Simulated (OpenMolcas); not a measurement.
Computed transition rates of C²⁺

```json
{
  "Program": "OpenMolcas 26.06",
  "Method": "MS-CASPT2, IPEA 0.25 Eh, imaginary shift 0.1 Eh (closed shells correlated: 1s)",
  "Basis": "ANO-RCC-VTZP [4s3p2d1f]",
  "Scalar Hamiltonian": "DKH2, point nucleus",
  "Active space": "2 electrons in 8 orbitals (2s 2p 3s 3p)",
  "State averaging": "2S+1 = 3 even, 3 roots; 2S+1 = 1 even, 7 roots; 2S+1 = 3 odd, 3 roots; 2S+1 = 1 odd, 3 roots",
  "Spin-orbit coupling": "RASSI with atomic mean-field integrals over the reference wave functions, term energies averaged over their components"
}
```

Rates come from the transition moments of the reference wave functions (E1 and E2 in the length form). At fixed line strength A goes as λ^-3 for E1 and M1 and as λ^-5 for E2, so a rate at the computed wavelength can be rescaled to the measured one. Measured vacuum wavelengths follow from level energies in Moore, Selected Tables of Atomic Spectra, NSRDS-NBS 3, section 3. Branching counts decays inside the model space alone, at computed energies, and the table is only a selection of the E1 lines, drawn from those between levels with measured partners whose computed energy lies within a factor of 1.5 of the measured one.

```tsv
Upper	Lower	Type	λ computed (nm)	λ measured (nm)	A computed (s-1)	A rescaled (s-1)	Branching %
2p² ¹S₀	2s 2p ¹P°₁	E1	125.6	124.7	2.88e+09	2.94e+09	100.0
2s 2p ¹P°₁	2s² ¹S₀	E1	95.85	97.7	1.78e+09	1.68e+09	100.0
2p² ³P₀	2s 2p ³P°₁	E1	117.3	117.6	1.46e+09	1.45e+09	100.0
2p² ³P₂	2s 2p ³P°₂	E1	117.2	117.6	1.10e+09	1.09e+09	75.0
2p² ³P₁	2s 2p ³P°₂	E1	117.3	117.6	6.09e+08	6.04e+08	41.6
2p² ³P₁	2s 2p ³P°₀	E1	117.2	117.5	4.89e+08	4.85e+08	33.4
2p² ³P₂	2s 2p ³P°₁	E1	117.2	117.5	3.67e+08	3.64e+08	25.0
2p² ³P₁	2s 2p ³P°₁	E1	117.2	117.6	3.66e+08	3.62e+08	25.0
2p² ¹D₂	2s 2p ¹P°₁	E1	232.2	229.8	2.00e+08	2.06e+08	100.0
2s 2p ³P°₁	2s² ¹S₀	E1	191	190.9	8.72e+01		100.0
```

Spin-changing lines and M1 lines between different terms are not rescaled, since their strength hangs on the term gaps too.

The largest correction is for 2s 2p ¹P°₁ → 2s² ¹S₀ (E1): 1.78e+09 × (95.85 / 97.7)^3 = 1.68e+09 s-1, a factor of 0.94.

The computed rate and branching of 2s 2p ¹P°₁ → 2s² ¹S₀ give the upper level a radiative lifetime of 1.000 / 1.78e+09 s-1 = 5.62e-10 s, counting decays inside the model space alone. The rescaled rate gives about 5.9e-10 s.

No measured rate stands beside these. Rescaling mends the energy factor alone: line strengths can still be far off where a level mixes with configurations outside the active space, and weak or spin-changing lines hang on small mixing coefficients that depend on the term gaps too, so rescaling need not improve them.

Active for correlation alone: 3p 3s; no level in the range computed is led by a configuration that fills them, so any true level of that kind is missing. Computed and measured levels are paired by configuration, term and J; levels that our copy of the source lacks, or whose pairing is in doubt (as where it misses far off the trend of its configuration), stay unpaired. Only configurations of the active space appear.

° marks odd parity.
